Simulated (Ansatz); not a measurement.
Ansatz (a quantum-chemistry and plane-wave program) input (CCSD(T)/aug-cc-pVDZ):

Ansatz 0.2 input:
```yaml
crystal:
  periodic: [false, false, false]
  atoms:
    - {symbol: F, position_ang: [-1.17643994, -0.00568529, -0.08249748]}
    - {symbol: B, position_ang: [0.14184000, 0.35971988, 0.20792032]}
    - {symbol: O, position_ang: [1.23484493, -0.21842897, -0.03714054]}
basis:
  gaussian:
    orbitals: aug-cc-pVDZ
total_charge: -1
magnetization: {spin_polarized: true, initial_magnetization: 1}
correlation: {method: ccsd_t, electrons: outside_noble_gas}
```

End of the output:

```
integrals: 0.07 GiB planned
658 factors; integrals over basis functions are off by at most 4.3e-4 eV
mean field: 0.16 GiB planned
mean field evaluation 1: about -5414.5419 eV, gradient 2.1e1 eV
mean field evaluation 2: about -5414.5685 eV, gradient 2.1e1 eV
mean field evaluation 4: about -5416.9775 eV, gradient 2.9e0 eV
mean field evaluation 8: about -5417.1096 eV, gradient 4.4e-1 eV
mean field evaluation 16: about -5414.5422 eV, gradient 2.1e1 eV
mean field evaluation 32: about -5403.5243 eV, gradient 2.9e1 eV
mean field evaluation 64: about -5412.2493 eV, gradient 1.7e0 eV
mean field -5417.11816285 eV, -199.0754206303 hartree, gradient 7.0e-6 eV, S^2 0.758892; 1 other end points of the search recorded, 0 dependent functions left out
determinant -5417.11816285 eV, -199.0754206303 hartree, with singles and doubles -5430.36223935 eV, -199.5621314643 hartree
determinant -5414.62670709 eV, -198.9838613199 hartree, with singles and doubles -5427.97571575 eV, -199.4744283399 hartree
3 core orbitals not correlated
reference -5417.11816285 eV, -199.0754206303 hartree; 9, 8 occupied and 57, 58 virtual orbitals, 658 factors
second order -13.20279625 eV of doubles, -0.00000000 eV of singles
coupled cluster: 0.27 GiB planned
cycle   1  -13.23069719 eV  change   -3.4e-1 eV  update   3.7e-2
cycle   2  -13.27147018 eV  change   -4.1e-2 eV  update   1.2e-2
cycle   3  -13.27393335 eV  change   -2.5e-3 eV  update   8.7e-3
cycle   4  -13.27719957 eV  change   -3.3e-3 eV  update   3.4e-3
cycle   5  -13.27847389 eV  change   -1.3e-3 eV  update   2.0e-3
cycle   6  -13.27878630 eV  change   -3.1e-4 eV  update   7.8e-4
cycle   7  -13.27901433 eV  change   -2.3e-4 eV  update   3.0e-4
cycle   8  -13.27908697 eV  change   -7.3e-5 eV  update   1.3e-4
cycle   9  -13.27907857 eV  change    8.4e-6 eV  update   5.5e-5
cycle  10  -13.27907995 eV  change   -1.4e-6 eV  update   2.5e-5
cycle  11  -13.27908251 eV  change   -2.6e-6 eV  update   1.3e-5
perturbative correction -0.44127777 eV, -0.0162166588 hartree
Total energy: -5430.83852313 eV, -199.5796345706 hartree
```
